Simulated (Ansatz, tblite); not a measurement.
Removing and adding an electron: `Sc1sc(-c2sc(-c3sc(-c4sc(-c5sc(-c6sc(S)c7c6OCCO7)c6c5OCCO6)c5c4OCCO5)c4c3OCCO4)c3c2OCCO3)c2c1OCCO2`. Total charge 0; singlet. Geometry: PBE-D4/def2-SVP. Ansatz, gas phase; energy differences of separate SCF runs; the oxidised species was run as a doublet alone; the reduced species was run as a doublet alone.

```xyz
82

S   -11.943   -0.197    0.659
C   -10.406    0.091   -0.136
S    -8.877   -0.073    0.706
C    -7.944    0.298   -0.734
C    -6.505    0.325   -0.706
S    -5.650    0.904    0.719
C    -4.073    0.586    0.008
C    -2.846    0.859    0.693
S    -1.268    0.616   -0.045
C    -0.414    1.140    1.402
C     1.023    1.172    1.432
S     1.975   -0.025    0.565
C     3.502    0.680    1.078
C     4.758    0.127    0.650
S     4.954   -1.609    0.446
C     6.627   -1.447   -0.073
C     7.430   -2.567   -0.469
S     9.082   -2.402   -1.046
C     9.249   -4.131   -1.311
S    10.701   -4.821   -2.008
C     8.074   -4.794   -0.970
C     7.056   -3.912   -0.494
O     5.820   -4.349   -0.104
C     5.544   -5.666   -0.587
C     6.735   -6.586   -0.351
O     7.891   -6.139   -1.066
C     6.994   -0.100   -0.050
C     5.948    0.786    0.340
O     6.106    2.141    0.344
C     7.482    2.520    0.341
C     8.267    1.732   -0.701
O     8.240    0.332   -0.406
C     3.260    1.782    1.898
C     1.871    2.075    2.074
O     1.436    3.159    2.778
C     2.441    3.676    3.649
C     3.781    3.790    2.933
O     4.242    2.509    2.504
C    -1.326    1.494    2.398
C    -2.684    1.348    1.991
O    -3.740    1.637    2.809
C    -3.355    1.726    4.184
C    -2.065    2.525    4.334
O    -0.982    1.887    3.658
C    -4.237    0.075   -1.281
C    -5.596   -0.085   -1.681
O    -5.944   -0.631   -2.882
C    -4.848   -1.295   -3.514
C    -3.578   -0.457   -3.441
O    -3.182   -0.263   -2.081
C    -8.801    0.524   -1.811
C   -10.188    0.393   -1.477
O   -11.184    0.579   -2.385
C   -10.730    1.216   -3.583
C    -9.392    0.651   -4.041
O    -8.383    0.883   -3.060
H   -12.246    1.099    0.983
H    11.370   -5.104   -0.845
H     5.304   -5.627   -1.675
H     4.653   -6.027   -0.038
H     6.517   -7.610   -0.712
H     6.960   -6.634    0.740
H     7.513    3.604    0.114
H     7.924    2.354    1.351
H     9.332    2.034   -0.707
H     7.837    1.911   -1.713
H     2.089    4.672    3.984
H     2.544    3.016    4.542
H     4.556    4.196    3.613
H     3.684    4.470    2.055
H    -3.215    0.703    4.603
H    -4.191    2.218    4.717
H    -2.210    3.555    3.932
H    -1.775    2.599    5.401
H    -5.146   -1.465   -4.567
H    -4.671   -2.284   -3.030
H    -3.748    0.530   -3.930
H    -2.736   -0.967   -3.947
H   -11.514    1.046   -4.347
H   -10.633    2.314   -3.412
H    -9.487   -0.442   -4.238
H    -9.055    1.151   -4.970
```

The xTB rows come from tblite. Single mean-field runs in def2-TZVP are fitted with def2-universal-jkfit.

```csv
level,−HOMO (eV),vertical IE (eV),−LUMO (eV),vertical EA (eV),HOMO–LUMO gap (eV),IE − EA (eV),remarks
GFN1-xTB,9.66,10.96,8.07,6.77,1.59,4.20,–
GFN2-xTB,9.33,10.60,7.83,6.60,1.50,4.00,–
PBE-D4/def2-TZVP,3.88,5.15,2.26,1.12,1.63,4.03,HOMO above zero (-1 doublet)
PBE0-D4/def2-TZVP,4.65,5.50,1.75,0.99,2.91,4.51,–
```

   A HOMO above zero means that the electron is unbound at that level or that self-interaction error raises the level; the energy of removing that electron tells which. Raw xTB energy differences between charge states are shifted by several eV; the methods need an empirical correction for them. Sets without diffuse functions give affinities that are too small.
